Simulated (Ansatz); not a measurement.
Process, species as SMILES: O[SiH3] [hydroxysilane] → O[SiH2-] + H+
Geometries: B3LYP-D3(BJ)/def2-TZVP minima from Ansatz (a first-principles code), one conformer each, not searched for the lowest.

Wanted: gas-phase deprotonation energy (electronic energy difference), in kcal/mol. Valence correlation only, unless marked. Spin-orbit coupling is left out. No relativistic terms. Anions need diffuse functions: aug- sets have them; def2-D sets add few; the other sets have none. CBS marks a two-point X^-3 extrapolation of the correlation energy; Hartree-Fock from the larger set.

CCSD(T)/CBS(aug-cc-pV(T+d)Z,aug-cc-pV(Q+d)Z) (Ansatz) gives 385.6 kcal/mol.

Another calculation gave 383.8 kcal/mol. Which level was it?
A) wB97M-V/def2-TZVPD (Ansatz)
B) PBE0/def2-TZVPD (Ansatz)
C) BHLYP/def2-TZVPD (Ansatz)
D) SVWN5/def2-TZVPD (Ansatz)

B, PBE0/def2-TZVPD (Ansatz). The others give 381.1 (wB97M-V), 371.6 (SVWN5), 389.1 (BHLYP) kcal/mol.
